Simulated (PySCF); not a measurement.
Ta(S)(F)2(OH) (F2HOSTa), SMILES [OH][Ta]([F])([F])=[S], multiplicity 1.

Geometry optimised at PBE0-D3(BJ)/def2-SVP. The spin state was assumed, not searched. The def2 effective core potentials stand for the cores of Ta; spin–orbit coupling is left out. One conformer was computed; it need not be the lowest.

Method: PBE/def2-TZVP (PySCF).

Isolated molecule, no solvent.

```yaml
total_energy: -730.74215 hartree
point_group: Cs
highest_occupied_level: -6.77 eV
lowest_empty_level: -2.61 eV
orbital_gap: 4.17 eV
dipole_moment: 2.74 D
quadrupole, principal values (traceless, Buckingham form, about the centre of nuclear charge): -5.48, -5.04, 10.53 D·Å
mean_static_polarisability: 60.5 bohr³ (8.96 Å³)
polarisability_principal_values: 49.2, 54.9, 77.2 bohr³
```
